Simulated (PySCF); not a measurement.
**Relaxation of singlet [TcO4]-**

These are results of PBE0 in PySCF with Tc def2-TZVPD with ECP28, O def2-TZVPD; scalar-relativistic core potentials, no spin–orbit coupling; density-fitted integrals, not measurements. A (50,194) grid was used.

A hand-made see-saw start, of C2v symmetry, held to at least that symmetry:

Coordinates in bohr (charge -1 multiplicity 1):
```
Tc    0.0000    0.0000   -0.4617
O     0.0000    3.3322   -0.1701
O     0.0000   -3.3322   -0.1701
O     2.6358    0.0000    1.5975
O    -2.6358    0.0000    1.5975
```

Optimiser trace:
```json
{"step": "0", "E − E(last) (kJ/mol)": "546.49", "largest gradient (Eh/bohr)": "0.16798"}
{"step": "1", "E − E(last) (kJ/mol)": "373.03", "largest gradient (Eh/bohr)": "0.11161"}
{"step": "2", "E − E(last) (kJ/mol)": "223.18", "largest gradient (Eh/bohr)": "0.10362"}
{"step": "3", "E − E(last) (kJ/mol)": "126.39", "largest gradient (Eh/bohr)": "0.06779"}
{"step": "4", "E − E(last) (kJ/mol)": "36.58", "largest gradient (Eh/bohr)": "0.05128"}
{"step": "5", "E − E(last) (kJ/mol)": "16.16", "largest gradient (Eh/bohr)": "0.06831"}
{"step": "6", "E − E(last) (kJ/mol)": "0.33", "largest gradient (Eh/bohr)": "0.00385"}
{"step": "7", "E − E(last) (kJ/mol)": "0.02", "largest gradient (Eh/bohr)": "0.00180"}
{"step": "8", "E − E(last) (kJ/mol)": "0.00", "largest gradient (Eh/bohr)": "0.00020"}
{"step": "9", "E − E(last) (kJ/mol)": "0.00", "largest gradient (Eh/bohr)": "0.00001"}
```

It ends at Td with Tc–O 1.701 Å (×4); O–Tc–O 109.5° (×6). A frequency run shows a minimum. Other isomers or separated fragments may lie lower.

The relaxation took 43 s on 8 threads of a shared Arm Neoverse V1 host, with 200 basis functions and 10 gradients; the process peaked at 1.2 GiB.
